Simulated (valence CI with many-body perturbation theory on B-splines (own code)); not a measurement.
## Tl LXVII: calculated level list

Level of theory: configuration interaction combined with many-body perturbation theory (CI+MBPT): five valence electrons over a frozen Dirac-Fock core [Ne], radial functions for each j: 9 s, 9 p, 8 d, 6 f, 3 g, 1 h, with the one-electron correlation potential Σ1, the two-electron term Σ2, the three-electron term Σ3, Breit, model QED; selected CI, second order for the rest, scaled by the run's own slope (own B-spline code, finite nucleus).

No measured spectrum was set against this ion. As an estimate, large intervals hold to a few tenths of a per cent, small ones and those within an open d or f shell to about a per cent. Among the levels kept, up to 1200 cm⁻¹ of a level comes from second order outside the variational space, and about a tenth of that is noise between levels of different J, which matters for small intervals.

Levels 1 to 32 of 32, with energies above the lowest level, (3s^2 3p1/2^2 3p3/2) J=3/2. "Leading %" is the weight of the configuration and term that name the level; weights of strongly mixed levels are sums over their largest components and can fall short. In the jj column 3d3/2^4 stands for four electrons in 3d with j = 3/2. Lifetimes count E1, E2, E3, M1 and M2 decay at the calculated energies, and are blank where another channel may lead or the interval is too uncertain; long ones can be off by a factor of two.

```csv
No.,Configuration,Term,J,E (eV),Leading %,Lifetime,Leading jj,Second component
1,3s2.3p3,2P°,3/2,0.0,49,,3s^2 3p1/2^2 3p3/2 (100 %),27 % 3s2.3p3 2D°
2,3s2.3p2.3d,2D,3/2,258.1,42,61.8 ps,3s^2 3p1/2^2 3d3/2 (100 %),33 % 3s2.3p2.3d 4F
3,3s2.3p2.3d,2D,5/2,397.2,35,2.54 ps,3s^2 3p1/2^2 3d5/2 (99 %),19 % 3s2.3p2.3d 4D
4,3s2.3p3,4S°,3/2,534.5,55,690 ps,3s^2 3p1/2 3p3/2^2 (99 %),44 % 3s2.3p3 2D°
5,3s2.3p3,2D°,5/2,547.4,99,1.34 ns,3s^2 3p1/2 3p3/2^2 (99 %),
6,3s2.3p3,2P°,1/2,564.8,99,1.19 ns,3s^2 3p1/2 3p3/2^2 (99 %),
7,3s.3p4,4P,5/2,736.7,65,1.40 ps,3s 3p1/2^2 3p3/2^2 (93 %),28 % 3s.3p4 2D
8,3s.3p4,2P,3/2,768.4,32,605 fs,3s 3p1/2^2 3p3/2^2 (63 %),22 % 3s.3p4 2D
9,3s.3p4,2S,1/2,772.1,54,725 fs,3s 3p1/2^2 3p3/2^2 (83 %),22 % 3s.3p4 4P
10,3s2.3p2.3d,4F,5/2,789.2,47,83.2 ps,3s^2 3p1/2 3p3/2 3d3/2 (99 %),44 % 3s2.3p2.3d 2F
11,3s2.3p2.3d,4D,1/2,793.2,79,67.7 ps,3s^2 3p1/2 3p3/2 3d3/2 (98 %),14 % 3s2.3p2.3d 2P
12,3s2.3p2.3d,4F,3/2,793.9,31,1.56 ps,3s^2 3p1/2 3p3/2 3d3/2 (90 %),28 % 3s2.3p2.3d 4D
13,3s2.3p2.3d,2G,7/2,802.9,55,443 ps,3s^2 3p1/2 3p3/2 3d3/2 (99 %),25 % 3s2.3p2.3d 2F
14,3s2.3p2.3d,2D,5/2,836.8,37,156 fs,3s^2 3p1/2 3p3/2 3d3/2 (95 %),25 % 3s2.3p2.3d 2F
15,3s2.3p2.3d,2P,1/2,849.5,38,112 fs,3s^2 3p1/2 3p3/2 3d3/2 (86 %),29 % 3s2.3p2.3d 4P
16,3s2.3p2.3d,2D,3/2,851.3,26,77.1 fs,3s^2 3p1/2 3p3/2 3d3/2 (74 %),21 % 3s2.3p2.3d 4P
17,3s2.3p2.3d,4D,7/2,913.2,48,414 ps,3s^2 3p1/2 3p3/2 3d5/2 (100 %),37 % 3s2.3p2.3d 4F
18,3s2.3p2.3d,2G,9/2,927.4,64,31.4 ns,3s^2 3p1/2 3p3/2 3d5/2 (100 %),36 % 3s2.3p2.3d 4F
19,3s2.3p2.3d,2P,3/2,928.1,46,2.89 ps,3s^2 3p1/2 3p3/2 3d5/2 (98 %),23 % 3s2.3p2.3d 4P
20,3s2.3p2.3d,2F,5/2,931.9,39,3.54 ps,3s^2 3p1/2 3p3/2 3d5/2 (98 %),24 % 3s2.3p2.3d 2D
21,3s2.3p2.3d,2D,5/2,952.6,41,957 fs,3s^2 3p1/2 3p3/2 3d5/2 (96 %),37 % 3s2.3p2.3d 4P
22,3s2.3p2.3d,2F,7/2,955.2,65,1.34 ps,3s^2 3p1/2 3p3/2 3d5/2 (98 %),17 % 3s2.3p2.3d 4F
23,3s2.3p2.3d,2D,3/2,965.0,60,1.80 ps,3s^2 3p1/2 3p3/2 3d5/2 (99 %),23 % 3s2.3p2.3d 2P
24,3s2.3p2.3d,2P,1/2,969.0,55,1.30 ps,3s^2 3p1/2 3p3/2 3d5/2 (97 %),37 % 3s2.3p2.3d 2S
25,3s.3p3.3d,4D°,5/2,990.6,29,16.5 ps,3s 3p1/2^2 3p3/2 3d3/2 (97 %),18 % 3s.3p3.3d 6D°
26,3s.3p3.3d,4D°,3/2,992.8,28,5.73 ps,3s 3p1/2^2 3p3/2 3d3/2 (96 %),21 % 3s.3p3.3d 6D°
27,3s.3p3.3d,4P°,1/2,995.7,46,16.3 ps,3s 3p1/2^2 3p3/2 3d3/2 (98 %),27 % 3s.3p3.3d 6D°
28,3s.3p3.3d,2F°,7/2,1003.0,24,14.9 ps,3s 3p1/2^2 3p3/2 3d3/2 (96 %),22 % 3s.3p3.3d 4F°
29,3s.3p3.3d,2D°,3/2,1022.8,29,758 fs,3s 3p1/2^2 3p3/2 3d3/2 (83 %),11 % 3s.3p3.3d 4D°
30,3s.3p3.3d,2F°,5/2,1033.4,20,476 fs,3s 3p1/2^2 3p3/2 3d3/2 (71 %),17 % 3s.3p3.3d 4G°
31,3s.3p3.3d,4D°,1/2,1039.3,41,360 fs,3s 3p1/2^2 3p3/2 3d3/2 (86 %),26 % 3s.3p3.3d 2P°
32,3s2.3p.3d2,4G°,5/2,1064.8,37,204 fs,3s^2 3p1/2 3d3/2^2 (70 %),26 % 3s2.3p.3d2 2F°
```

The ionisation energy to 3s2.3p2 3P_0 of the next ion comes out as 7567.6 eV (NIST: 7570 ± 40 eV (theoretical)). All 32 levels together are meant to be complete up to 1080.9 eV.
